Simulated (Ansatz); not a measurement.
Two structures of CH$_{7}$FSn, singlet, reached by relaxing down either side of one saddle point (PBE0-D4/def2-TZVP). Energies are electronic, without zero-point energy. Program: Ansatz 0.2.0. Basis: def2-TZVPP and def2-QZVPP. Cores are frozen in the correlated methods. Filled d shells of the heavier atoms are correlated. Core potentials replace the inner electrons of the atoms past krypton. The def2 sets are not built for correlating such inner shells, so the correlated values are less sure here. Extrapolation: Hartree–Fock as exp(−7.88 √X), correlation as X^−2.97. First:

```xyz
10
angstrom
Sn -0.9061 0.5866 -0.3510
C 0.0187 -1.3329 -0.2675
H -1.5737 0.9173 -1.8857
H -2.0907 0.7831 0.8596
H 0.3000 1.7966 -0.0765
H 1.5599 1.3280 0.9477
F 2.1496 0.9055 1.5304
H -0.7386 -2.1145 -0.3245
H 0.7118 -1.4442 -1.1009
H 0.5690 -1.4254 0.6683
```

Second:

```xyz
10
angstrom
Sn -0.9902 1.9182 0.0159
C 0.8918 -1.8836 -0.0894
H -1.3218 0.5497 -0.9357
H -2.2282 2.3090 1.1141
H -0.4138 3.2497 -0.8710
H 1.0573 -0.9801 0.4969
F 0.4964 1.4012 1.1297
H -0.1177 -2.2559 0.0872
H 1.0137 -1.6606 -1.1497
H 1.6125 -2.6474 0.2021
```

Problem. Which bonds change from the first to the second?

Solution. CH₆Sn ([CH3][SnH3]) + HF → SnH₃F ([F][SnH3]) + CH₄; bonds formed: Sn1–F7, C2–H6; bonds broken: Sn1–C2, H6–F7.

Problem. Give the saddle point's structure and its height above each. (To be estimated.)

Solution. The calculation gives: 1.400 eV above the first and 2.085 eV above the second (CCSD(T) at an estimated basis limit (MP2 extrapolated from triple and quadruple zeta, plus CCSD(T) − MP2 in triple zeta)).
| atom | x (Å) | y (Å) | z (Å) |
| --- | --- | --- | --- |
| Sn1 | -0.6973 | 0.9989 | -0.1579 |
| C2 | 0.4777 | -1.1248 | -0.1027 |
| H3 | -1.6255 | 0.2109 | -1.3802 |
| H4 | -1.7200 | 1.3126 | 1.1593 |
| H5 | 0.1389 | 2.2865 | -0.8808 |
| H6 | 0.8304 | -0.1153 | 0.7038 |
| F7 | 0.9846 | 0.9069 | 1.3323 |
| H8 | -0.4163 | -1.7210 | 0.0779 |
| H9 | 0.7227 | -1.1235 | -1.1644 |
| H10 | 1.3047 | -1.6311 | 0.4125 |

T1 diagnostic: at most 0.014.

Labels in which every atom is bracketed show which atoms are joined, not bond orders.

For scale, one of the runs: CCSD(T)/def2-TZVPP, 210 basis functions, launched by `ansatz run in.yaml --threads 4 --pin off --events-out ev --progress --plain --max-ram 9574MiB`. Time: 77 s of wall clock on 4 CPU threads of an Arm Neoverse V2; the host was shared. Peak host memory: 3.3 GiB.
